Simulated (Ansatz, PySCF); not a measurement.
Pulling on the C2–H3 bond in CH4BeSe (SMILES [CH3][Be][SeH]) (multiplicity 1 held, fragments rigid). Energies count from the point at 1.094 Å.
Geometry at that point (charge 0, multiplicity 1):
```xyz
7

Be     0.841    -0.761    -0.214
C      2.063    -1.858    -0.538
H      1.688    -2.883    -0.611
H      2.840    -1.849     0.233
H      2.557    -1.632    -1.489
Se    -0.642     0.607     0.134
H     -1.002    -0.091     1.382
```

R- and RO- levels are restricted; in cc, def2 and unpolarised 6-31G sets they are followed outwards from rest. U- levels take the lowest unrestricted solution at each point, which mixes spins at long bonds. Active spaces are followed from a long bond inwards. Levels need not reach the same state.

Frozen-core correlation. Filled d and f shells under p-block atoms count as core. Rows in LANL2DZ carry no dispersion term and start afresh at each structure. LANL2DZ brings its own core potentials from Na on.

Run with Ansatz (Gaussian basis) for Hartree–Fock, density functionals and correlated methods; PySCF for LANL2DZ rows. Each number belongs to the level named beside it.

Energies in kcal/mol.

```tsv
R (Å)	R-HF/cc-pVTZ	U-HF/cc-pVTZ	R-r2SCAN/cc-pVTZ	U-B3LYP/LANL2DZ	FIC-MRCISD on CASSCF(2,2)/cc-pVTZ	FIC-MRCISD+Q on CASSCF(2,2)/cc-pVTZ
0.875	27.6	27.6	28.1	30.6	28.4	28.4
0.985	5.1	5.1	5.5	6.4	5.6	5.6
1.094	0.0	0.0	0.0	0.0	0.0	0.0
1.204	4.4	4.4	3.7	3.2	3.6	3.7
1.313	13.7	13.7	12.1	11.5	12.0	12.1
1.477	31.7	31.7	28.5	27.8	28.1	28.3
1.641	51.0	51.0	45.9	45.2	44.7	45.1
1.915	81.0	72.4	72.4	72.0	68.7	69.4
2.189	106.5	80.8	94.0	92.6	86.2	87.2
2.517	131.3	84.5	113.7	104.5	98.8	100.2
2.955	156.3	86.0	131.3	110.3	106.4	107.9
3.502	178.3	86.5	144.1	112.4	109.1	110.8
```

Doubts at one or more of the structures used: a restricted determinant that unrestricted orbitals would lower (R-HF/cc-pVTZ, R-r2SCAN/cc-pVTZ); a spin-contaminated determinant (U-HF/cc-pVTZ, U-B3LYP/LANL2DZ).

Ansatz is a program for electronic structure.
